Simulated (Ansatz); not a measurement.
C$_{2}$H$_{4}$ClFOSi, SMILES `O=CC(F)[SiH2]Cl`, relaxed with RKS PBE-D4/def2-SVP in Ansatz from a rough embedded geometry. The force threshold is 0.03 eV/Å; the program also tests the step.

Total charge 0; spin multiplicity 1.

Start:

```xyz
10

O    -0.068   -0.621   -2.197
C    -0.152    0.440   -1.537
C    -0.340    0.603   -0.022
F     0.347    1.777    0.310
Si    0.318   -0.777    0.973
Cl   -0.046   -0.440    2.974
H    -0.158    1.386   -2.126
H    -1.350    0.753    0.111
H    -0.348   -2.127    0.669
H     1.796   -0.993    0.845
```

Problem. By how much does the energy fall, and how many steps does the optimiser take? (An estimate is asked.)

Solution. The calculation gave: 44.17 kJ/mol, in 10 steps.

Problem. Which bonds change most? (An estimate is asked.)

Solution. The calculation gave: C3–Si5 from 1.824 to 1.932 Å; C3–H8 from 1.030 to 1.118 Å; Si5–H9 from 1.536 to 1.495 Å; O1–C2 from 1.252 to 1.216 Å.

Problem. Give the relaxed structure. (Best estimate.)

Solution. Ansatz gave: 
```xyz
10

O    -0.232   -0.633   -2.093
C    -0.089    0.431   -1.522
C    -0.405    0.629   -0.056
F     0.085    1.850    0.388
Si    0.336   -0.835    0.966
Cl    0.145   -0.353    2.975
H     0.312    1.360   -2.032
H    -1.516    0.608    0.065
H    -0.426   -2.090    0.682
H     1.788   -0.967    0.626
```
